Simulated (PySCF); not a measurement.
# CaCl⁺: energy against distance

Set-up: PySCF, no relativity, basis sets Ca def2-SVP, Cl def2-SVP. Energies in eV from Ca⁺ + Cl in their ground configurations at the same level. State: ¹Σ⁺ (singlet), closed shell.

All columns are PBE. A positive dipole points towards Cl; it is taken about the centre of mass and depends on that origin.

| R (Å) | E (eV) | μ (D) | Mulliken charge on Ca (basis-dependent) | HOMO (eV) | LUMO (eV) | Mayer bond order | ⟨S²⟩ |
| --- | --- | --- | --- | --- | --- | --- | --- |
| 2.001 | -3.650 | -7.82 | 1.16 | -12.81 | -7.63 | 1.47 | 0.00 |
| 2.094 | -4.277 | -8.47 | 1.19 | -12.66 | -7.74 | 1.41 | 0.00 |
| 2.187 | -4.621 | -9.08 | 1.21 | -12.31 | -7.84 | 1.38 | 0.00 |
| 2.257 | -4.741 | -9.52 | 1.22 | -12.06 | -7.92 | 1.36 | 0.00 |
| 2.327 | -4.772 | -9.94 | 1.23 | -11.82 | -8.00 | 1.35 | 0.00 |
| 2.397 | -4.736 | -10.34 | 1.23 | -11.60 | -8.07 | 1.34 | 0.00 |
| 2.490 | -4.610 | -10.86 | 1.23 | -11.32 | -8.17 | 1.34 | 0.00 |
| 2.606 | -4.368 | -11.47 | 1.23 | -11.00 | -8.29 | 1.33 | 0.00 |
| 2.746 | -4.007 | -12.15 | 1.23 | -10.65 | -8.42 | 1.32 | 0.00 |
| 2.932 | -3.477 | -12.96 | 1.23 | -10.25 | -8.57 | 1.31 | 0.00 |

A fit through these points gives, at Re = 2.321 Å, μ = -9.90 D and dμ/dR = -5.90 D/Å; the reduced mass is 18.65 u.

Problem. How strong is the fundamental in the double-harmonic approximation, I = 42.26·(dμ/dR)²/μred km/mol?

Solution. I = 42.26·(-5.90)²/18.65 = 78.9 km/mol at PBE.

For an ion De counts to the pair picked by the measured ionisation energies or electron affinities, which need not be the lowest pair at this level.
